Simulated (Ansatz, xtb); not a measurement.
## Relative energy of two isomers of C4H4ClF3

Structure X is `C/C=C(\Cl)C(F)(F)F`, a singlet and structure Y is `C/C(Cl)=C\C(F)(F)F`, a singlet. Both are isolated molecules in the gas phase, relaxed with PBE0-D3(BJ)/def2-SVP.

Task: Estimate which is lower in electronic energy at CCSD(T)/def2-SVP + ΔMP2/def2-TZVPP, and by roughly how much.

Result: Not settled: CCSD(T)/def2-SVP + ΔMP2/def2-TZVPP gives E(Y) − E(X) = −0.050 eV, but this leans on the basis-set step: CCSD(T) alone gives −0.018 eV.

The same difference at several levels:

```json
{"level": "GFN2-xTB", "geometry": "GFN2-xTB", "E(Y) − E(X) (eV)": "−0.160", "departure from the last row (eV)": "−0.110", "job, with rough time for the two": "optimisation, 0.2 s"}
{"level": "HF/STO-3G", "geometry": "GFN2-xTB", "E(Y) − E(X) (eV)": "+0.006", "departure from the last row (eV)": "+0.056", "job, with rough time for the two": "single point, 0.4 s"}
{"level": "r2SCAN-D4/def2-SVP", "geometry": "GFN2-xTB", "E(Y) − E(X) (eV)": "−0.034", "departure from the last row (eV)": "+0.016", "job, with rough time for the two": "single point, 3.6 s"}
{"level": "PBE0-D3(BJ)/def2-SVP", "geometry": "PBE0-D3(BJ)/def2-SVP", "E(Y) − E(X) (eV)": "−0.020", "departure from the last row (eV)": "+0.030", "job, with rough time for the two": "optimisation, 21 s"}
{"level": "HF/def2-SVP", "geometry": "PBE0-D3(BJ)/def2-SVP", "E(Y) − E(X) (eV)": "−0.020", "departure from the last row (eV)": "+0.030", "job, with rough time for the two": "part of the CCSD(T) run"}
{"level": "MP2/def2-SVP", "geometry": "PBE0-D3(BJ)/def2-SVP", "E(Y) − E(X) (eV)": "−0.028", "departure from the last row (eV)": "+0.023", "job, with rough time for the two": "part of the CCSD(T) run"}
{"level": "CCSD(T)/def2-SVP", "geometry": "PBE0-D3(BJ)/def2-SVP", "E(Y) − E(X) (eV)": "−0.018", "departure from the last row (eV)": "+0.032", "job, with rough time for the two": "single point"}
{"level": "CCSD(T)/def2-SVP + ΔMP2/def2-TZVPP", "geometry": "PBE0-D3(BJ)/def2-SVP", "E(Y) − E(X) (eV)": "−0.050", "departure from the last row (eV)": "", "job, with rough time for the two": "single point, 73 s"}
```

As drawn, both hold the same kinds of bond in the same numbers.

HF/STO-3G, PBE0-D3(BJ)/def2-SVP, HF/def2-SVP, CCSD(T)/def2-SVP find them nearly level. The largest departure from CCSD(T)/def2-SVP + ΔMP2/def2-TZVPP is that of GFN2-xTB, 0.110 eV. The last row adds to CCSD(T) the change of the MP2 difference between the two basis sets, here −0.032 eV.

With thermal terms from frequencies at re-optimised GFN2-xTB minima (ideal gas, soft modes damped towards free rotors, one conformer each, 298.15 K, 1 atm): on the last row, ΔE + ΔZPE = −0.049, ΔH = −0.052, ΔG = −0.053 eV.

The correlated steps freeze 12 core orbitals. Programs: Ansatz 0.2.0, xtb 6.7.1; the last row on 4 threads of Arm Neoverse V1 on a shared host.
